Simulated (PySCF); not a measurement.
# Telling isomers of C$_{10}$H$_{14}$ apart by NMR

PySCF 2.14 calculation with NMR shieldings at PBE0/pcSseg-1/GIAO and geometry: GFN2-xTB; no solvent, a single conformation, averaged over atoms made equivalent by symmetry, fast rotation or ring inversion, no relativistic terms.

Referencing at the same level of theory: ¹H (31.72 ppm), ¹³C (186.93 ppm) vs TMS. Where no couplings were computed, multiplicities follow the n + 1 count of equivalent neighbours, and m marks all less simple cases (inequivalent or close neighbours, rings, F or P nearby). Shifts are as computed. Against solution values, carbons near 30 ppm lie about +3 ppm off and those near 130 ppm about +5 ppm. Of 1211 compounds with measured shifts, 218 miss one by over three times the rms of a fit or turn the order of signals round; such compounds aren't used in these exercises.

(1) Tabulate the signals of `C=C[C@]1(C2CCC2)CC1=C`, `C=C[C@@H]1C[C@@H]2C=C[C@@]1(C)C2` and their relative energies.

(2) What is the quickest way to tell C=C[C@]1(C2CCC2)CC1=C from C=C[C@@H]1C[C@@H]2C=C[C@@]1(C)C2?

Results:

(1) 
| SMILES | carbon types | δC | δH | E rel. (kcal/mol) |
| --- | --- | --- | --- | --- |
| C=C[C@]1(C2CCC2)CC1=C | 2×C 2×CH 6×CH2 | 152.5, 151.3, 119.7, 111.0, 38.6, 32.9, 27.4, 23.2, 21.5, 16.4 | 6.44 (m, 1H), 6.01 (m, 1H), 6.01 (m, 1H), 5.27 (m, 1H), 5.19 (m, 1H), 2.89 (m, 1H), 2.18 (m, 1H), 1.95 (m, 1H), 1.84 (m, 1H), 1.74 (m, 1H), 1.69 (m, 1H), 1.69 (m, 1H), 1.18 (m, 1H), 0.92 (m, 1H) | 45.0 |
| C=C[C@@H]1C[C@@H]2C=C[C@@]1(C)C2 | 1×C 5×CH 3×CH2 1×CH3 | 153.4, 146.8, 146.3, 120.7, 59.6, 56.4, 54.2, 46.2, 38.8, 19.3 | 6.54 (m, 1H), 6.06 (d, 1H), 5.65 (m, 1H), 5.35 (m, 1H), 5.21 (m, 1H), 2.68 (m, 1H), 2.27 (m, 1H), 2.22 (m, 1H), 1.43 (m, 1H), 1.31 (s, 3H), 1.11 (m, 1H), 1.03 (m, 1H) | 0.0 |

Energies are electronic energies at PBE0/pcSseg-1 on these geometries, without zero-point or thermal terms, each for the one conformer computed, which needn't be the lowest.

(2) Both give the same number of carbon signals, but DEPT or the intensities differ. The first has a fully substituted alkene carbon (C) at 151.3 ppm, the second a methyl carbon (CH3) at 19.3 ppm. Their most deshielded carbons lie at 152.5 and 153.4 ppm.
